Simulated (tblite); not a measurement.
Compound: C₆H₁₂GeS.
Bonds: C1–S2, S2–C3, C3–C4 (double), C4–C5, C4–C6, C6–Ge7, Ge7–C8, C3–C8. Hydrogens: H9, H10, H11 on C1; H12, H13, H14 on C5; H15, H16 on C6; H17, H18 on Ge7; H19, H20 on C8.

Computed with GFN2-xTB (tblite), gas phase: L-BFGS steps from a force-field or distance-geometry start until the largest atomic force falls under 0.01 eV/Å.

Step 48: E = -655.7439 eV
```
atom  x, y, z in Å  |  force x, y, z in eV/Å
C1      3.1174   -0.2374    0.0021    0.049  -0.006   0.042
S2      1.8787    0.9164   -0.6556   -0.007   0.036   0.007
C3      0.3291    0.1507   -0.2230   -0.016   0.005  -0.002
C4     -0.8187    0.8019   -0.4226    0.012   0.010  -0.007
C5     -0.9020    2.1943   -0.9701    0.005   0.008   0.001
C6     -2.1155    0.1203   -0.0629    0.011   0.008  -0.020
Ge7    -1.5721   -1.7171    0.4175    0.044   0.010  -0.005
C8      0.3483   -1.2318    0.3515   -0.025  -0.021   0.015
H9      3.0453   -1.2031   -0.4904    0.007   0.024   0.014
H10     2.9991   -0.3361    1.0781   -0.008  -0.021  -0.036
H11     4.0844    0.2083   -0.2138   -0.038   0.032  -0.028
H12    -1.8489    2.3501   -1.4843    0.028  -0.025  -0.009
H13    -0.0832    2.3851   -1.6626   -0.017  -0.018   0.016
H14    -0.8335    2.9292   -0.1656    0.003  -0.039   0.011
H15    -2.8032    0.1566   -0.9086   -0.032   0.026  -0.008
H16    -2.5999    0.6449    0.7644    0.014  -0.002  -0.020
H17    -2.0419   -2.2141    1.7570    0.001  -0.004   0.005
H18    -1.9257   -2.7753   -0.5929   -0.032   0.024   0.017
H19     0.8026   -1.2282    1.3447    0.011  -0.019  -0.015
H20     0.9345   -1.9042   -0.2757   -0.009  -0.025   0.022
```

Step 49: E = -655.7445 eV
```
atom  x, y, z in Å  |  force x, y, z in eV/Å
C1      3.1167   -0.2352    0.0027    0.045  -0.012   0.020
S2      1.8780    0.9203   -0.6540    0.003   0.003   0.021
C3      0.3297    0.1492   -0.2246   -0.007   0.006  -0.009
C4     -0.8176    0.8006   -0.4260    0.004   0.012   0.021
C5     -0.9009    2.1946   -0.9704    0.000  -0.010   0.006
C6     -2.1138    0.1200   -0.0629   -0.002   0.018  -0.031
Ge7    -1.5713   -1.7174    0.4198    0.013   0.015  -0.007
C8      0.3477   -1.2343    0.3496   -0.001   0.000   0.005
H9      3.0457   -1.1994   -0.4933    0.006   0.031   0.011
H10     2.9952   -0.3395    1.0775   -0.004  -0.011  -0.026
H11     4.0842    0.2113   -0.2100   -0.043   0.031  -0.022
H12    -1.8478    2.3499   -1.4849    0.027  -0.020  -0.009
H13    -0.0822    2.3875   -1.6623   -0.017  -0.017   0.021
H14    -0.8343    2.9271   -0.1634    0.005  -0.042   0.001
H15    -2.8013    0.1555   -0.9086   -0.041   0.017  -0.017
H16    -2.5996    0.6482    0.7616    0.027  -0.010  -0.017
H17    -2.0402   -2.2121    1.7606    0.004  -0.003   0.002
H18    -1.9288   -2.7757   -0.5891   -0.031   0.024   0.017
H19     0.8031   -1.2314    1.3418    0.018  -0.014  -0.001
H20     0.9325   -1.9086   -0.2767   -0.007  -0.018   0.012
```

Step 50: E = -655.7450 eV
```
atom  x, y, z in Å  |  force x, y, z in eV/Å
C1      3.1172   -0.2337    0.0033    0.029  -0.013  -0.007
S2      1.8779    0.9228   -0.6529    0.010  -0.024   0.031
C3      0.3303    0.1482   -0.2259    0.004   0.001  -0.010
C4     -0.8164    0.8002   -0.4277   -0.003   0.004   0.036
C5     -0.9004    2.1949   -0.9702   -0.003  -0.023   0.010
C6     -2.1124    0.1201   -0.0638   -0.017   0.017  -0.038
Ge7    -1.5705   -1.7170    0.4220   -0.022   0.017  -0.004
C8      0.3472   -1.2366    0.3473    0.023   0.016  -0.003
H9      3.0498   -1.1960   -0.4974    0.005   0.038   0.007
H10     2.9900   -0.3445    1.0763    0.004  -0.003  -0.010
H11     4.0840    0.2163   -0.2046   -0.040   0.028  -0.012
H12    -1.8468    2.3488   -1.4852    0.018  -0.014  -0.012
H13    -0.0819    2.3894   -1.6615   -0.007  -0.013   0.018
H14    -0.8357    2.9254   -0.1615    0.007  -0.035   0.001
H15    -2.7996    0.1550   -0.9099   -0.039   0.009  -0.020
H16    -2.6000    0.6505    0.7582    0.034  -0.011  -0.010
H17    -2.0387   -2.2086    1.7648    0.009   0.001  -0.004
H18    -1.9338   -2.7765   -0.5834   -0.028   0.023   0.015
H19     0.8044   -1.2357    1.3384    0.021  -0.007   0.009
H20     0.9303   -1.9124   -0.2791   -0.006  -0.010   0.003
```

Problem. Estimate the geometry and energy of step 51. (The exact step hangs on the optimiser's Hessian estimate; all steps are aligned on step 50, rigid shifts and turns removed.)

Solution. E = -655.7457 eV, largest force 0.059 eV/Å
```
atom  x, y, z in Å  |  force x, y, z in eV/Å
C1      3.1186   -0.2322    0.0039    0.003  -0.007  -0.026
S2      1.8782    0.9246   -0.6515    0.013  -0.042   0.034
C3      0.3312    0.1470   -0.2272    0.013  -0.006  -0.006
C4     -0.8149    0.8001   -0.4284   -0.010  -0.014   0.036
C5     -0.8999    2.1947   -0.9695   -0.004  -0.031   0.011
C6     -2.1112    0.1206   -0.0656   -0.031   0.007  -0.038
Ge7    -1.5700   -1.7159    0.4247   -0.056   0.019   0.001
C8      0.3470   -1.2391    0.3442    0.042   0.025  -0.006
H9      3.0579   -1.1914   -0.5032    0.003   0.035  -0.003
H10     2.9830   -0.3520    1.0744    0.018   0.005   0.006
H11     4.0833    0.2244   -0.1967   -0.027   0.023  -0.001
H12    -1.8455    2.3464   -1.4858    0.004  -0.006  -0.014
H13    -0.0820    2.3915   -1.6600    0.011  -0.009   0.013
H14    -0.8378    2.9230   -0.1593    0.008  -0.018   0.005
H15    -2.7976    0.1547   -0.9126   -0.032   0.002  -0.021
H16    -2.6009    0.6529    0.7536    0.036  -0.010  -0.001
H17    -2.0367   -2.2027    1.7703    0.013   0.006  -0.008
H18    -1.9417   -2.7777   -0.5750   -0.023   0.020   0.010
H19     0.8067   -1.2417    1.3340    0.021   0.002   0.015
H20     0.9271   -1.9167   -0.2831   -0.003  -0.001  -0.007
```

The energy changes by -0.0007 eV. The first-order estimate −F·Δx gives -0.0009 eV and the mean of the old and new forces, exact on a quadratic surface, -0.0007 eV. The step makes an angle of 77° with the force vector and moves no atom by more than 0.012 Å.

The cost below is that of the whole relaxation. Hardware: an Arm Neoverse V1 with one thread, no GPU, on a shared host. Cost: 1.8 s of wall time.
